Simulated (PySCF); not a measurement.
Geometry:
```
atom   x (Å)   y (Å)   z (Å)
  C1   2.628  -0.537  -0.048
  C2   1.381  -0.681  -0.511
  C3   0.160  -0.038  -0.021
  C4  -1.050  -0.408  -0.500
  C5  -2.397   0.095  -0.127
  C6   0.211   1.014   1.032
  O7  -0.413   1.051   2.039
 Cl8   1.287   2.383   0.601
  H9   2.880   0.151   0.762
 H10   3.448  -1.109  -0.489
 H11   1.203  -1.391  -1.327
 H12  -1.031  -1.172  -1.287
 H13  -3.032  -0.745   0.202
 H14  -2.898   0.531  -1.008
 H15  -2.377   0.838   0.679
```

Geometry: PBE0-D3(BJ)/def2-SVP; GIAO shifts from PySCF, gas phase, non-relativistic, averaged over equivalent atoms.

At PBE0/pcSseg-1 (178 basis functions, 20 s wall time on 1 thread of an Arm Neoverse V2, shared host):
```json
{"atoms": "C6", "δ (ppm)": "176.3"}
{"atoms": "C4", "δ (ppm)": "147.3"}
{"atoms": "C3", "δ (ppm)": "145.1"}
{"atoms": "C2", "δ (ppm)": "141.9"}
{"atoms": "C1", "δ (ppm)": "126.1"}
{"atoms": "C5", "δ (ppm)": "18.0"}
{"atoms": "O7", "δ (ppm)": "612.3"}
{"atoms": "Cl8", "δ (ppm)": "504.0"}
{"atoms": "H11", "δ (ppm)": "6.17"}
{"atoms": "H9", "δ (ppm)": "5.88"}
{"atoms": "H12", "δ (ppm)": "5.85"}
{"atoms": "H10", "δ (ppm)": "5.66"}
{"atoms": "H13/H14/H15", "δ (ppm)": "2.02"}
```

References, each an isolated molecule treated in the same way: 13C (σ = 184.41 ppm), 1H (σ = 31.27 ppm) against TMS; 17O (σ = 334.56 ppm) against H2O; 35Cl (σ = 943.27 ppm) against HCl.

Question: Predict the values at B97-2/pcSseg-1 on the same geometry.

Answer: 
| atoms | δ at B97-2/pcSseg-1 | change |
| --- | --- | --- |
| C6 | 173.5 | -2.8 |
| C4 | 143.9 | -3.4 |
| C3 | 141.9 | -3.2 |
| C2 | 138.5 | -3.4 |
| C1 | 123.0 | -3.1 |
| C5 | 18.2 | +0.2 |
| O7 | 592.3 | -20.0 |
| Cl8 | 493.0 | -11.0 |
| H11 | 6.10 | -0.07 |
| H9 | 5.82 | -0.06 |
| H12 | 5.80 | -0.05 |
| H10 | 5.59 | -0.07 |
| H13/H14/H15 | 2.03 | +0.01 |

Shifts are taken against calculated references (same method and geometry level): 13C (σref 183.69), 1H (σref 31.38) vs TMS; 17O (σref 331.62) against H2O; HCl for 35Cl (σref 937.79).

The largest change is at O7 (carbonyl oxygen). Cost: 178 basis functions, 18 s wall time on 1 thread of an Arm Neoverse V2, shared host. The order of the carbon signals is the same at both levels.

Carbons that carry Cl, above all several Cl atoms, come out too deshielded, partly because spin–orbit coupling is missing. Unscaled 17O shifts of doubly bonded oxygen tend to come out too high, by tens of ppm or more. Experimental scales use liquid or dissolved standards, which lie at an offset from isolated H2O (liquid H2O: subtract about 36 ppm).
